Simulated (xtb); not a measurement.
Al(Cl)(OH)(SH) (AlClH2OS), SMILES [OH][Al]([SH])[Cl]. All values are semi-empirical tight-binding results from xtb (GFN2-xTB unless named), good for trends rather than for accurate numbers. Geometry: GFN2-xTB. The values are those of a single conformer.

For metal compounds this method's bond lengths and energies can be far off.

```yaml
point_group_as_xtb_finds_it: Cs
orbital_gap: 3.64 eV
zero_point_energy: 14.5 kcal/mol
G − E(el) at 298.15 K (modified RRHO): -5.1 kcal/mol
```
